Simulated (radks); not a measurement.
Results of a calculation; reference values are marked as such.
The aluminium ion Al+ inside a hard spherical wall (all orbitals vanish at R), configuration held at [Ne] 3s2 and not refilled when levels cross. Level of theory: non-relativistic Kohn-Sham, PBE, spin-unpolarised, spherical densities, point nucleus (a radial shooting solver on a logarithmic mesh with Libxc functionals). Eigenvalues in eV, with the zero of energy where the potential of the charges vanishes at infinity; a dash marks a level that is unbound or too diffuse for the functional's potential to be trusted. A positive occupied level is held by the wall or, in an anion where self-interaction has pushed it up, behind a barrier. The pressure on the wall is -dE/dV.

R (bohr)  E (hartree)  kinetic (hartree)    e(1s)    e(2s)    e(2p)    e(3s)  e(3p, empty)  e(4s, empty)  pressure (GPa)
free       -242.01288            241.635  -1516.2  -116.06  -78.034  -14.785        -9.065             -               0
20         -242.01288            241.635  -1516.2  -116.06  -78.034  -14.785        -9.065             -        < 0.0001
15         -242.01288            241.635  -1516.2  -116.06  -78.034  -14.785        -9.065             -        < 0.0001
3.5        -241.70495            242.977  -1510.6  -111.15  -73.120   -8.383        -0.108        40.533            90.7
3          -241.34022            244.161  -1507.1  -108.24  -70.195   -2.175         7.365        67.948             279
2          -238.17137            252.984  -1488.1  -94.720  -56.179   44.956        56.859        225.38            4460
1.5        -230.44684            272.893  -1452.6  -72.173  -31.842   144.10        149.26        489.27           29800
